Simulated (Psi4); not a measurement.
CH4Cl2OSi, singlet, geometry from GFN2-xTB, atoms displaced at random by about 0.08 Å a coordinate; Psi4 with HF/6-31G, gradient.

The Psi4 input:
```
memory 2 GB

molecule mol {
0 1
  C     1.994575   -0.341529   -0.714068
  Si    0.080480   -0.259065   -0.083785
  O    -0.532046   -1.393476   -1.108025
  Cl   -0.631356    1.710507   -0.608083
  Cl   -0.211977   -0.677086    1.773331
  H     2.450133   -1.125573   -0.359966
  H     2.545943    0.403126   -0.191750
  H     2.100148   -0.151212   -1.767961
  H    -1.595474   -1.549677   -1.144200
symmetry c1
no_reorient
no_com
}

set basis 6-31g
set reference rhf

gradient('scf')
print_variables()
```

The log (banner, timings and long lists left out):

```
gradient() will perform analytic gradient computation.

   => Loading Basis Set <=

    Name: 6-31G
    Role: ORBITAL
    Keyword: BASIS

         ---------------------------------------------------------
                                   SCF
               by Justin Turney, Rob Parrish, Andy Simmonett
                          and Daniel G. A. Smith
                              RHF Reference
         ---------------------------------------------------------

  ==> Geometry <==

    Molecular point group: c1
    Full point group: C1

    Geometry (in Angstrom), charge = 0, multiplicity = 1:

       Center              X                  Y                   Z               Mass
    ------------   -----------------  -----------------  -----------------  -----------------
         C            1.994575000000    -0.341529000000    -0.714068000000    12.000000000000
         SI           0.080480000000    -0.259065000000    -0.083785000000    27.976926534650
         O           -0.532046000000    -1.393476000000    -1.108025000000    15.994914619570
         CL          -0.631356000000     1.710507000000    -0.608083000000    34.968852682000
         CL          -0.211977000000    -0.677086000000     1.773331000000    34.968852682000
         H            2.450133000000    -1.125573000000    -0.359966000000     1.007825032230
         H            2.545943000000     0.403126000000    -0.191750000000     1.007825032230
         H            2.100148000000    -0.151212000000    -1.767961000000     1.007825032230
         H           -1.595474000000    -1.549677000000    -1.144200000000     1.007825032230

  Running in c1 symmetry.

  Rotational constants: A =      0.08728  B =      0.06217  C =      0.05095 [cm^-1]
  Rotational constants: A =   2616.51304  B =   1863.69092  C =   1527.35357 [MHz]
  Nuclear repulsion =  366.142395377821629

  Charge       = 0
  Multiplicity = 1
  Electrons    = 66
  Nalpha       = 33
  Nbeta        = 33

  ==> Algorithm <==

  SCF Algorithm Type is DF.
  DIIS enabled.
  MOM disabled.
  Fractional occupation disabled.
  Guess Type is SAD.
  Energy threshold   = 1.00e-08
  Density threshold  = 1.00e-08
  Integral threshold = 1.00e-12

  ==> Primary Basis <==

  Basis Set: 6-31G
    Blend: 6-31G
    Number of shells: 39
    Number of basis functions: 65
    Number of Cartesian functions: 65
    Spherical Harmonics?: false
    Max angular momentum: 1

   => Loading Basis Set <=

    Name: (6-31G AUX)
    Role: JKFIT
    Keyword: DF_BASIS_SCF

  ==> Integral Setup <==

  SCF_SUBTYPE=INCORE selected. In-core MEM_DF algorithm will be used.
  Using in-core AOs.

  ==> MemDFJK: Density-Fitted J/K Matrices <==

    J tasked:                   Yes
    K tasked:                   Yes
    wK tasked:                   No
    Algorithm:                 Core
    Schwarz Cutoff:           1E-12
    Mask sparsity (%):       3.5976
    Fitting Condition:        1E-10

   => Auxiliary Basis Set <=

  Basis Set: (6-31G AUX)
    Blend: CC-PVDZ-JKFIT
    Number of shells: 192
    Number of basis functions: 652
    Number of Cartesian functions: 652
    Spherical Harmonics?: false
    Max angular momentum: 3

  Minimum eigenvalue in the overlap matrix is 1.1632070277E-02.
  Reciprocal condition number of the overlap matrix is 2.4290279362E-03.
    Using symmetric orthogonalization.

  ==> Pre-Iterations <==

  SCF Guess: Superposition of Atomic Densities via on-the-fly atomic UHF (no occupation information).

   -------------------------
    Irrep   Nso     Nmo
   -------------------------
     A         65      65
   -------------------------
    Total      65      65
   -------------------------

  ==> Iterations <==

                           Total Energy        Delta E     RMS |[F,P]|

   @DF-RHF iter SAD: -1322.36578154537301   -1.32237e+03   0.00000e+00
   @DF-RHF iter   1: -1322.74023271959300   -3.74451e-01   7.92095e-03 ADIIS/DIIS
   @DF-RHF iter   2: -1322.85152091059831   -1.11288e-01   4.82714e-03 ADIIS/DIIS
   @DF-RHF iter   3: -1322.89002485125684   -3.85039e-02   7.41278e-04 ADIIS/DIIS
   @DF-RHF iter   4: -1322.89149651294269   -1.47166e-03   2.47153e-04 ADIIS/DIIS
   @DF-RHF iter   5: -1322.89169908870099   -2.02576e-04   4.67133e-05 DIIS
   @DF-RHF iter   6: -1322.89170994599590   -1.08573e-05   1.23325e-05 DIIS
   @DF-RHF iter   7: -1322.89171064519041   -6.99195e-07   3.27138e-06 DIIS
   @DF-RHF iter   8: -1322.89171071214264   -6.69522e-08   6.67283e-07 DIIS
   @DF-RHF iter   9: -1322.89171071499982   -2.85718e-09   1.76413e-07 DIIS
   @DF-RHF iter  10: -1322.89171071517558   -1.75760e-10   5.78827e-08 DIIS
   @DF-RHF iter  11: -1322.89171071519741   -2.18279e-11   1.55258e-08 DIIS
   @DF-RHF iter  12: -1322.89171071519854   -1.13687e-12   3.54491e-09 DIIS
  Energy and wave function converged.

  ==> Post-Iterations <==

    Orbital Energies [Eh]
    ---------------------

    Doubly Occupied:

[...]
    Virtual:

[...]
    Final Occupation by Irrep:
              A
    DOCC [    33 ]
    NA   [    33 ]
    NB   [    33 ]

  @DF-RHF Final Energy: -1322.89171071519854

   => Energetics <=

    Nuclear Repulsion Energy =            366.1423953778216287
    One-Electron Energy =               -2556.5753914635461115
    Two-Electron Energy =                 867.5412853705259977
    Total Energy =                      -1322.8917107151983146

Computation Completed

Properties will be evaluated at   0.000000,   0.000000,   0.000000 [a0]

Properties computed using the SCF density matrix

 Multipole Moments:

 ------------------------------------------------------------------------------------
     Multipole            Electronic (a.u.)      Nuclear  (a.u.)        Total (a.u.)
 ------------------------------------------------------------------------------------

 L = 1.  Multiply by 2.5417464519 to convert [e a0] to [Debye]
 Dipole X            :         -0.0042702            0.0035735           -0.0006968
 Dipole Y            :          2.6240155           -3.1729843           -0.5489688
 Dipole Z            :         -3.7063753            3.8243162            0.1179409
 Magnitude           :                                                    0.5614956

 ------------------------------------------------------------------------------------

         ------------------------------------------------------------
                                   SCF GRAD
                          Rob Parrish, Justin Turney,
                       Andy Simmonett, and Alex Sokolov
         ------------------------------------------------------------

  ==> Geometry <==

    Molecular point group: c1
    Full point group: C1

    Geometry (in Angstrom), charge = 0, multiplicity = 1:

       Center              X                  Y                   Z               Mass
    ------------   -----------------  -----------------  -----------------  -----------------
         C            1.994575000000    -0.341529000000    -0.714068000000    12.000000000000
         SI           0.080480000000    -0.259065000000    -0.083785000000    27.976926534650
         O           -0.532046000000    -1.393476000000    -1.108025000000    15.994914619570
         CL          -0.631356000000     1.710507000000    -0.608083000000    34.968852682000
         CL          -0.211977000000    -0.677086000000     1.773331000000    34.968852682000
         H            2.450133000000    -1.125573000000    -0.359966000000     1.007825032230
         H            2.545943000000     0.403126000000    -0.191750000000     1.007825032230
         H            2.100148000000    -0.151212000000    -1.767961000000     1.007825032230
         H           -1.595474000000    -1.549677000000    -1.144200000000     1.007825032230

  Nuclear repulsion =  366.142395377821629

  ==> Basis Set <==

  Basis Set: 6-31G
    Blend: 6-31G
    Number of shells: 39
    Number of basis functions: 65
    Number of Cartesian functions: 65
    Spherical Harmonics?: false
    Max angular momentum: 1

  ==> DFJKGrad: Density-Fitted SCF Gradients <==

    Gradient:                    1
    J tasked:                  Yes
    K tasked:                  Yes
    wK tasked:                  No
    Integrals threads:           1
    Schwarz Cutoff:          1E-12
    Fitting Condition:       1E-10

   => Auxiliary Basis Set <=

  Basis Set: (6-31G AUX)
    Blend: CC-PVDZ-JKFIT
    Number of shells: 192
    Number of basis functions: 652
    Number of Cartesian functions: 652
    Spherical Harmonics?: false
    Max angular momentum: 3

  -Total Gradient:
     Atom            X                  Y                   Z
    ------   -----------------  -----------------  -----------------
       1        0.068678900737    -0.095564789023    -0.005403961315
       2       -0.100621695629    -0.033966063503     0.121680485003
       3        0.128672842060     0.030615183563     0.013839256311
       4        0.007066168498    -0.003192059726    -0.003081276527
       5        0.020044016855     0.021042089936    -0.108918662137
       6       -0.037994447308     0.104015774893    -0.021794497694
       7       -0.003756893041    -0.026290368126    -0.002846478545
       8        0.007366135467     0.008138574564     0.001668236103
       9       -0.089455027645    -0.004798342578     0.004856898806

  Variable Map:
  ----------------------------------------------------------------------------
[...]
  Array Variable Map:
  ----------------------------------------------------------------------------
[...]
[...]
```
